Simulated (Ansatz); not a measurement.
Compare A (`C#C[SiH2]CN`) with its isomer B (`C[SiH2]C1C=N1`).

Program: Ansatz. Geometries: PBE0-D4/def2-TZVP. ΔE: electronic, gas phase. CBS: MP2 limit from def2 TZ/QZ plus the TZ coupled-cluster correction, frozen cores. Functionals use def2-TZVPP. B3LYP here is the variant with VWN-RPA as its local correlation; programs differ in this. One conformer a species, not always the lowest.

(1) Which is lower in electronic energy at CCSD(T)/CBS, and by how much? (An estimate is asked.)

(2) Give E(B) − E(A) in kcal/mol with CCSD(T)/def2-TZVPP, B2PLYP, B3LYP, r2SCAN-D4, PBE0-D4, PBE-D4, HF/def2-TZVPP. (An estimate is asked.)

Largest T1 diagnostic: 0.012.

Answers

(1) Computed: A, by 9.1 kcal/mol.

(2) The calculation gave: CCSD(T)/def2-TZVPP 7.9, B2PLYP 8.8, B3LYP 8.3, r2SCAN-D4 4.6, PBE0-D4 3.9, PBE-D4 2.8, HF/def2-TZVPP 13.1. None reverses the order clearly.

In def2-TZVPP, CCSD(T) changes the Hartree–Fock value by −5.2 kcal/mol (the triples alone add −1.0 kcal/mol) and MP2 by −5.0 kcal/mol. From PBE to PBE0 (25 % exact exchange), in def2-TZVPP and without D4, E(B) − E(A) moves by +1.1 kcal/mol.
